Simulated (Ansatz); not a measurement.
Single points on N-butylpyridinium bromide (C9H14BrN).

```yaml
crystal:
  periodic: [false, false, false]
  atoms:
    - {symbol: C, position_ang: [-3.738041, 0.328750, 0.871375]}
    - {symbol: C, position_ang: [-2.757902, -0.252625, -0.140838]}
    - {symbol: C, position_ang: [-1.302241, -0.061984, 0.279111]}
    - {symbol: C, position_ang: [-0.339253, -0.668895, -0.737353]}
    - {symbol: N, position_ang: [1.073086, -0.395201, -0.435179]}
    - {symbol: C, position_ang: [1.750237, 0.539405, -1.180124]}
    - {symbol: C, position_ang: [3.141942, 0.707736, -0.924872]}
    - {symbol: C, position_ang: [3.719289, 0.126182, 0.175754]}
    - {symbol: C, position_ang: [2.929330, -0.684263, 1.036947]}
    - {symbol: C, position_ang: [1.622256, -0.920987, 0.700845]}
    - {symbol: H, position_ang: [-3.628313, -0.153060, 1.856818]}
    - {symbol: H, position_ang: [-4.781033, 0.191841, 0.547378]}
    - {symbol: H, position_ang: [-3.567331, 1.408145, 1.009996]}
    - {symbol: H, position_ang: [-2.967302, -1.329025, -0.291102]}
    - {symbol: H, position_ang: [-2.912978, 0.227747, -1.124350]}
    - {symbol: H, position_ang: [-1.139352, -0.523410, 1.270402]}
    - {symbol: H, position_ang: [-1.064500, 1.011124, 0.376699]}
    - {symbol: H, position_ang: [-0.468645, -1.763350, -0.804927]}
    - {symbol: H, position_ang: [-0.536327, -0.248321, -1.734306]}
    - {symbol: H, position_ang: [1.338465, 0.733963, -2.167976]}
    - {symbol: H, position_ang: [3.703225, 1.358736, -1.597523]}
    - {symbol: H, position_ang: [4.779430, 0.282507, 0.391306]}
    - {symbol: H, position_ang: [3.345875, -1.139073, 1.936974]}
    - {symbol: H, position_ang: [0.963758, -1.561287, 1.291431]}
    - {symbol: Br, position_ang: [0.836325, 2.785343, -0.606475]}
basis:
  gaussian: {orbitals: def2-SVP, initial_orbitals: start.molden}
hamiltonian: {xc: pbe0, dispersion: d4}
scf: {omitted_lower_state_checks: [starts]}
output: {orbitals: {seedname: orbitals}}
```

The file start.molden holds the orbitals of an earlier run on this structure, at another level or in another basis.

```sh
$ ansatz run in.yaml --threads 4 --pin off --events-out ev --progress --plain --max-ram 6963MiB
```

Shortened log:

```
Functional definition: PBE0
2801 factors; their error is unknown
mean field evaluation 1: about -81059.7366 eV, gradient 9.1e0 eV
mean field evaluation 2: about -81059.9433 eV, gradient 1.7e-1 eV
mean field evaluation 4: about -81060.0918 eV, gradient 6.5e-4 eV
mean field -81060.09181949 eV, -2978.9034298624 hartree, gradient 1.4e-5 eV, S^2 0.000000; 0 other end points of the search recorded, 0 dependent functions left out
reference -81060.09185849 eV, -2978.9034312958 hartree; 55, 55 occupied and 187, 187 virtual orbitals, 2801 factors
Total energy: -81060.72971319 eV, -2978.9268720237 hartree
Checks for a lower state left out: starts
```

Hardware: 4 threads of Arm Neoverse V1 on a shared host. Wall time 11 s, peak host memory 1.4 GiB.

As the first input, with `gaussian: {orbitals: def2-TZVP, initial_orbitals: start.molden}`, `hamiltonian: {xc: {name: r2SCANh}, dispersion: d4}` (abridged; 36 s):

```
Functional definition: r2SCANh
mean field -81094.25022249 eV, -2980.1587280195 hartree, gradient 2.0e-5 eV, S^2 0.000000
Total energy: -81094.47173744 eV, -2980.1668685439 hartree
Checks for a lower state left out: starts
```

As the first input, with `gaussian: {orbitals: def2-TZVP, initial_orbitals: start.molden}`, `output: {forces: true, orbitals: {seedname: orbitals}}` (abridged; 41 s):

```
Functional definition: PBE0
mean field -81080.21253363 eV, -2979.6428524690 hartree, gradient 1.1e-5 eV, S^2 0.000000
Total energy: -81080.85043202 eV, -2979.6662948025 hartree
Atom 0 force    -0.069485     0.062300     0.105815 eV/Å
Atom 1 force     0.018389    -0.092965    -0.183011 eV/Å
Atom 2 force     0.062414     0.104340     0.139146 eV/Å
Atom 3 force     0.008956    -0.088983    -0.136267 eV/Å
Atom 4 force     0.261628     0.258900     0.049257 eV/Å
Atom 5 force     0.013500    -0.466922     0.128033 eV/Å
Atom 6 force     0.035901    -0.095125     0.235558 eV/Å
Atom 7 force    -0.261433     0.054607    -0.219829 eV/Å
Atom 8 force    -0.277881    -0.001254    -0.134720 eV/Å
Atom 9 force     0.250517     0.136877    -0.103448 eV/Å
Atom 10 force    -0.018956     0.116179    -0.264653 eV/Å
Atom 11 force     0.278842     0.028729     0.071918 eV/Å
Atom 12 force    -0.034790    -0.286606    -0.047368 eV/Å
Atom 13 force     0.053661     0.300716     0.063074 eV/Å
Atom 14 force     0.042882    -0.117266     0.286376 eV/Å
Atom 15 force    -0.049511     0.116618    -0.277037 eV/Å
Atom 16 force    -0.080453    -0.309200    -0.028361 eV/Å
Atom 17 force     0.045700     0.313868     0.029633 eV/Å
Atom 18 force     0.056086    -0.109028     0.275308 eV/Å
Atom 19 force     0.111306    -0.017525     0.360452 eV/Å
Atom 20 force    -0.183413    -0.221226     0.237987 eV/Å
Atom 21 force    -0.343809    -0.048514    -0.076070 eV/Å
Atom 22 force    -0.142114     0.150057    -0.300946 eV/Å
Atom 23 force     0.224477     0.223856    -0.202589 eV/Å
Atom 24 force    -0.002415    -0.012433    -0.008258 eV/Å
Dipole moment:     0.186987    -1.418275     0.075052 e Å
Checks for a lower state left out: starts
```

As the first input, with `correlation: {method: mp2}` and without the key `hamiltonian` (abridged; 12 s):

```
Functional definition: HF
mean field -80959.36298989 eV, -2975.2017136514 hartree, gradient 1.0e-6 eV, S^2 0.000000; unrestricted orbitals would lower it
19 core orbitals not correlated: weight in the atoms' cores, before any rotation towards them, 1.000 or more for the frozen orbitals, at most 0.000 for the correlated occupied ones
second order -44.46198031 eV of doubles, -0.00000000 eV of singles
Total energy: -81003.82497020 eV, -2976.8356612904 hartree
Checks for a lower state left out: starts
```

First input, but with `gaussian: {orbitals: def2-TZVP, initial_orbitals: start.molden}`, `hamiltonian: {xc: {name: r2SCAN0}, dispersion: d4}` (abridged; 33 s):

```
Functional definition: r2SCAN0
mean field -81093.51494608 eV, -2980.1317071098 hartree, gradient 2.4e-5 eV, S^2 0.000000
Total energy: -81093.75699238 eV, -2980.1406021472 hartree
Checks for a lower state left out: starts
```

Geometry: r2SCAN-D4/def2-SVP.

Correlated methods freeze 19 core orbitals; core or outer-core shells of Br are correlated, in sets that lack core-valence functions. At MP2/def2-SVP the restricted singlet (for correlated methods, its reference) is unstable: a solution with broken spin symmetry lies lower.
